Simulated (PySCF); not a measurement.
# Simulated absorption spectrum

Species: C5H7NOSSi.
InChI=1S/C5H7NOSSi/c8-5-1-2-7-3-4(5)6-9/h1-3,6H,9H3

Computed, not measured: TDDFT B3LYP/def2-SVPD, vertical, gas phase, core orbitals frozen in the response in PySCF. Isolated species at its GFN2-xTB geometry (one conformer only). Torsions of this conformer, `[SiH3:1][NH:2][c:3]1[cH:4][o:5][cH:6][cH:7][c:8]1=[S:9]`: Si1–N2–C3–C4 0°.

Broadening: Gaussians 0.5 eV wide at half height, area fixed by f = 4.319×10⁻⁹ ∫ε dν̃. The cross-section is σ = 3.8235×10⁻²¹ ε cm², given in Mb (10⁻¹⁸ cm²). The width is an assumption, not a result. The curve ends short of the highest state used, and states not computed would add to its high-energy end.

(λ (nm), σ (Mb)): (246.6, 5.32), (253.9, 12.46), (261.2, 24.14), (268.5, 33.30), (275.8, 34.35), (283.1, 28.03), (290.4, 19.15), (297.7, 12.44), (304.9, 10.54), (312.2, 13.74), (319.5, 20.47), (326.8, 27.68), (334.1, 32.27), (341.4, 32.56), (348.7, 28.83), (356.0, 22.76), (363.3, 16.23), (370.6, 10.59), (377.9, 6.39), (385.2, 3.60), (392.5, 1.91), (399.8, 0.97), (407.1, 0.47), (414.4, 0.22), (421.7, 0.10), (429.0, 0.04), (436.3, 0.02), (443.6, 0.01), (450.9, 0.01), (458.2, 0.01), (465.5, 0.00), (472.7, 0.00), (480.0, 0.00), (487.3, 0.00), (494.6, 0.00), (501.9, 0.00), (509.2, 0.00), (516.5, 0.00), (523.8, 0.00), (531.1, 0.00), (538.4, 0.00), (545.7, 0.00), (553.0, 0.00), (560.3, 0.00), (567.6, 0.00), (574.9, 0.00), (582.2, 0.00), (589.5, 0.00), (596.8, 0.00), (604.1, 0.00), (611.4, 0.00), (618.7, 0.00), (626.0, 0.00), (633.3, 0.00), (640.5, 0.00), (647.8, 0.00)

Q: Where are the band maxima, and which computed states make them?

A: 338 nm (3.67 eV), ε about 8600, made up of S2 (100%); 273 nm (4.54 eV), ε about 9200, made up of S4 (35%) and S5 (65%) (ε in L mol⁻¹ cm⁻¹; maxima over ε = 5, shares over 10%). The states used: S1 2.66 eV (f 0.0000); S2 3.67 eV (f 0.160); S3 4.38 eV (f 0.0003); S4 4.41 eV (f 0.073); S5 4.62 eV (f 0.117); S6 5.22 eV (f 0.0005); S7 5.38 eV (f 0.027); S8 5.63 eV (f 0.0037).

Q: Coming from long wavelengths, where does ε first pass 100 L mol⁻¹ cm⁻¹?

A: At about 409 nm (3.03 eV), 0.37 eV above S1.

Q: Does any computed singlet lie in the visible range?

A: S1 lies in the visible range (380 to 750 nm), at 465 nm, dark in the vertical dipole picture (f under 0.0005); light of that wavelength is blue, and its complementary colour is yellow; a Tamm–Dancoff triplet lies at 565 nm, without intensity as long as spin–orbit coupling is left out.

Q: On this curve, what absorbance would a 10⁻⁵ mol/L sample give at 254 nm over a 1 cm path?

A: 254 nm is 4.881 eV, where ε is about 3300 L mol⁻¹ cm⁻¹, so A = ε c l ≈ 0.033 (Beer–Lambert, with the gas-phase spectrum and the assumed width).
